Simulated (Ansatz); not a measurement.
Mean bond length (Å) of eight silicon and germanium compounds: PBE-D3(BJ) beside PBE0-D3(BJ), computed with Ansatz (a first-principles code) for isolated molecules in the bases named; differences from unrounded values. The eight are the first of their class met in an unordered collection, after screening for sound electronic states; none was chosen by its value. Each level has its own optimised geometry.

```
molecule                                           basis  PBE0-D3(BJ)
----------------------------------------------  --------  -----------
C4H13NSi, SMILES C[SiH2]CN(C)C                  def2-SVP        1.292
C3H7FOSi, SMILES C(=O)C[SiH2]CF                 def2-SVP        1.367
CH11ClSi4, SMILES [SiH3][SiH]([SiH3])C[SiH2]Cl  def2-SVP        1.638
CH4BrClOSi, SMILES C[Si](O)(Cl)Br               def2-SVP        1.506
C₃H₆OSi₂, SMILES [Si@H]1(C=O)C=C[SiH2]1         def2-SVP        1.536
CH5F3Si2, SMILES [SiH](F)(F)[Si@H](C)F          def2-SVP        1.537
C₂H₃Cl₂FSi, SMILES Cl[SiH2]/C(F)=C\Cl           def2-SVP        1.552
C3H6FNSi, SMILES F[C@H]1C[SiH2]C=N1             def2-SVP        1.400
```

Estimate the PBE-D3(BJ) values and say how PBE-D3(BJ) differs from PBE0-D3(BJ) over the set. (An estimate is asked for; the answer gives what the named calculation found.)


```tsv
molecule	PBE-D3(BJ)	difference
C4H13NSi, SMILES C[SiH2]CN(C)C	1.302	0.009
C3H7FOSi, SMILES C(=O)C[SiH2]CF	1.378	0.011
CH11ClSi4, SMILES [SiH3][SiH]([SiH3])C[SiH2]Cl	1.648	0.010
CH4BrClOSi, SMILES C[Si](O)(Cl)Br	1.518	0.013
C₃H₆OSi₂, SMILES [Si@H]1(C=O)C=C[SiH2]1	1.547	0.011
CH5F3Si2, SMILES [SiH](F)(F)[Si@H](C)F	1.548	0.012
C₂H₃Cl₂FSi, SMILES Cl[SiH2]/C(F)=C\Cl	1.564	0.012
C3H6FNSi, SMILES F[C@H]1C[SiH2]C=N1	1.411	0.011
```
PBE-D3(BJ) lies below PBE0-D3(BJ) in 0 and above it in 8 of the eight; the mean signed difference is 0.011 and the largest 0.013 Å.
